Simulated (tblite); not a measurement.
Compound: C5H10NO2Si (charge -1).
Structure used (GFN2-xTB), in Å, numbered top down from 1:
```xyz
19
C5H10NO2Si angstrom
C     -2.8601   -1.3382   -0.3818
C     -2.2779   -0.1530   -0.1814
C     -3.1018    1.1167   -0.0855
O     -0.9922    0.0502   -0.0578
Si     0.1899   -1.2501    0.0287
N      1.5386   -0.0528    0.0257
C      2.7956   -0.4313    0.0847
C      3.8280    0.7054    0.2102
O      3.1636   -1.6032    0.0484
H     -3.9305   -1.4295   -0.4601
H     -2.2690   -2.2320   -0.4290
H     -2.8321    1.7990   -0.8928
H     -4.1651    0.8964   -0.1471
H     -2.8926    1.6203    0.8588
H      0.2244   -1.5640   -1.4362
H      1.3455    0.9368    0.0923
H      3.7029    1.4231   -0.6004
H      3.6903    1.2246    1.1590
H      4.8329    0.2909    0.1721
```

Computed values, GFN2-xTB/tblite, gas phase, harmonic and unscaled. This tight-binding method is rough: wavenumbers can miss measured ones by several per cent, in bad cases by 10 to 20. Modes of hydrogen on silicon can be 10 to 20 % off. One conformer, not necessarily the lowest.

Harmonic wavenumbers (cm⁻¹): 46.7, 57.5, 63.0, 79.8, 89.8, 116.7, 124.6, 155.5, 196.9, 337.3, 366.2, 468.1, 491.6, 534.0, 553.0, 577.0, 615.7, 686.3, 701.6, 729.3, 734.6, 755.8, 902.0, 913.9, 980.2, 999.3, 999.8, 1022.4, 1040.9, 1195.9, 1299.7, 1354.4, 1378.7, 1392.3, 1411.0, 1483.8, 1485.5, 1494.1, 1497.5, 1703.9, 1728.6, 1898.1, 2977.8, 2987.2, 2994.7, 2995.4, 3020.3, 3029.1, 3084.4, 3164.9, 3398.7.

A = 3860, B = 586.3, C = 514.7 MHz; mass 144.048 u (most abundant isotopes); point group C1, symmetry number 1.

Question: Zero-point energy?

Answer: Half the sum of the wavenumbers: 31158 cm⁻¹ = 89.08 kcal/mol.

Question: What is S at 500 K and 1 bar for an ideal gas of classical rigid rotors and harmonic oscillators?

Answer: Translation 43.40, rotation 31.54, vibration 63.19: S = 138.1 cal/(mol K).

Question: And Cp and H(500 K) − H(0)?

Answer: Cp = 60.76 cal/(mol K), of which vibrations give 52.81 (their classical limit is 51 R = 101.3); H(500 K) − H(0) = 18.88 kcal/mol without the zero-point energy, 14.91 from vibrations.

Question: Which modes carry the vibrational entropy at 500 K?

Answer: 46.7 cm⁻¹: 5.98; 57.5 cm⁻¹: 5.56; 63.0 cm⁻¹: 5.38; 79.8 cm⁻¹: 4.92; 89.8 cm⁻¹: 4.68; 116.7 cm⁻¹: 4.16 cal/(mol K); the other 45 give 32.50 together.

Question: What must be added to the electronic energy to get the Gibbs energy at 500 K and 1 bar?

Answer: ZPE + [H(500 K) − H(0)] − T·S = 89.08 + 18.88 − 69.07 = 38.89 kcal/mol.

Question: How do the functions run with temperature in this model?

Answer: 
```
 T (K)  S (cal/(mol K))  Cp (cal/(mol K))  H − H(0) (kcal/mol)  G − H(0) (kcal/mol)  ln q(vib)
   150             87.2              28.4                 2.94               -10.14       5.13
   250            104.1              38.6                 6.29               -19.74       8.79
298.15            111.3              43.5                 8.26               -24.93      10.42
   400            125.5              52.9                13.19               -36.99      13.72
   600            149.8              67.2                25.29               -64.59      19.73
   900            179.9              80.9                47.68              -114.20      27.79
```

q(vib) and H(0) count from the zero-point level.

Hindered rotation and anharmonicity are outside this model. Other conformers, if any are populated, would add a mixing term that is left out. The structure is chiral; the term R ln 2 for an equal mix with its mirror image is left out.
